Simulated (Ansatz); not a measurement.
Two structures of GaHBrCl$_{3}$, singlet, reached by relaxing down either side of one saddle point (PBE0-D4/def2-TZVP). Energies are electronic, without zero-point energy. Computed with Ansatz 0.2.0 (basis: def2-TZVPP and def2-QZVPP); correlated methods freeze the cores. Filled d shells of the heavier atoms are correlated. The def2 sets are not built for correlating such inner shells, so the correlated values are less sure here. Extrapolation: Hartree–Fock as exp(−7.88 √X), correlation as X^−2.97. First:

```tsv
atom	x (Å)	y (Å)	z (Å)
Ga1	-0.7554	-0.3105	-0.1793
Cl2	-0.8182	1.6702	-0.9905
Cl3	-0.4428	-1.9420	-1.5096
Cl4	-1.7208	-0.6752	1.6821
H5	1.8781	1.2930	0.2387
Br6	1.8590	-0.0356	0.7585
```

Second:

```
6
angstrom
Ga -0.2045 -0.7465 0.2144
Cl -0.3092 1.7163 -0.8051
Cl -0.5236 -1.8354 -1.5848
Cl -1.8019 -0.5682 1.6076
H 0.8975 1.9037 -0.3962
Br 1.9418 -0.4699 0.9641
```

Problem. Which bonds change from the first to the second?

Solution. GaCl₃ ([Cl][Ga]([Cl])[Cl]) + HBr → GaBrCl₂ ([Cl][Ga]([Cl])[Br]) + HCl (still joined by a long Ga–Cl bond); bonds formed: Cl2–H5; dative contacts that become bonds: Ga1–Br6; bonds broken: H5–Br6; bonds weakened to dative contacts: Ga1–Cl2.

Problem. Give the saddle point's structure and its height above each. (An estimate is asked for; the value comes from the calculation.)

Solution. By the calculation: 8.15 kcal/mol above the first and 10.25 kcal/mol above the second (CCSD(T) at an estimated basis limit (MP2 extrapolated from triple and quadruple zeta, plus CCSD(T) − MP2 in triple zeta)).
Ga1  (-0.459, -0.454, -0.004)
Cl2  (-0.296, 1.696, -0.792)
Cl3  (-0.462, -1.885, -1.570)
Cl4  (-1.759, -0.600, 1.667)
H5  (1.093, 1.226, -0.049)
Br6  (1.884, 0.016, 0.748)
(Å)

No T1 diagnostic of these runs exceeds 0.010.

Labels in which every atom is bracketed show which atoms are joined, not bond orders.

For scale, one of the runs: CCSD(T)/def2-TZVPP, 236 basis functions, launched by `ansatz run in.yaml --threads 8 --pin off --events-out ev --progress --plain --max-ram 19148MiB`. The run took 33 s on 8 CPU threads of an Intel Xeon 6975P-C (shared host), with 4.6 GiB of host memory at its peak.
